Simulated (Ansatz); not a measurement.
The inner images of a band of Cl2F2Zr + H3P (9 atoms, charge 0, multiplicity 1) are given out of order.

The calculation used RKS PBE0-D4/def2-SVP in Ansatz.

Image 0:

```xyz
9
Properties=species:S:1:pos:R:3
Zr -0.049 -0.272 -0.139
F -0.251 -0.169 1.735
Cl 2.177 -0.679 -0.732
Cl -0.881 1.645 -1.189
F -1.074 -1.737 -0.722
P 2.076 2.881 1.665
H 2.735 1.839 0.943
H 1.133 3.129 0.620
H 1.210 1.978 2.353
```

Image 6:

```xyz
9
Properties=species:S:1:pos:R:3
Zr 0.369 0.309 -0.180
F -0.732 0.744 1.901
Cl 1.849 0.106 -1.968
Cl -1.518 1.318 -1.132
F 0.308 -1.443 0.521
P 1.747 2.015 1.315
H 2.912 1.225 1.528
H 2.278 2.906 0.345
H -0.138 1.436 2.203
```

Task: Put them in order from the first end to the last, with their energies above the first end.
A.
```xyz
9
Properties=species:S:1:pos:R:3
Zr 0.360 0.316 -0.164
F -0.751 0.739 1.893
Cl 1.944 0.104 -1.860
Cl -1.439 1.425 -1.173
F 0.193 -1.454 0.472
P 1.774 1.954 1.382
H 3.015 1.260 1.359
H 2.065 2.930 0.391
H -0.085 1.344 2.235
```
B.
```xyz
9
Properties=species:S:1:pos:R:3
Zr -0.046 -0.149 -0.139
F -0.141 -0.039 1.744
Cl 2.124 -0.211 -1.014
Cl -1.295 1.560 -1.129
F -0.840 -1.796 -0.577
P 2.092 2.761 1.656
H 2.706 1.485 1.473
H 1.581 2.804 0.321
H 0.895 2.202 2.197
```
C.
```xyz
9
Properties=species:S:1:pos:R:3
Zr 0.062 0.134 -0.049
F -0.527 0.383 1.753
Cl 2.107 0.194 -1.242
Cl -1.430 1.385 -1.329
F -0.288 -1.704 -0.133
P 2.033 2.443 1.716
H 2.648 1.185 1.424
H 1.712 2.714 0.349
H 0.760 1.884 2.045
```
D.
```xyz
9
Properties=species:S:1:pos:R:3
Zr 0.322 0.363 -0.050
F -0.691 0.746 1.837
Cl 2.117 0.255 -1.554
Cl -1.345 1.410 -1.297
F 0.103 -1.469 0.322
P 1.781 2.098 1.619
H 2.769 1.111 1.336
H 1.807 2.732 0.341
H 0.212 1.370 1.980
```
E.
```xyz
9
Properties=species:S:1:pos:R:3
Zr 0.350 0.351 -0.109
F -0.719 0.726 1.896
Cl 2.058 0.226 -1.694
Cl -1.398 1.437 -1.217
F 0.143 -1.457 0.383
P 1.772 2.009 1.494
H 2.911 1.179 1.309
H 1.922 2.829 0.342
H 0.036 1.318 2.131
```

Result: B (+0.8 kcal/mol), C (+8.6 kcal/mol), D (+35.1 kcal/mol), E (+33.0 kcal/mol), A (+31.4 kcal/mol).

Time of the run: 5.5 min on 4 threads of Arm Neoverse V2 (shared host), peak memory 0.38 GiB.
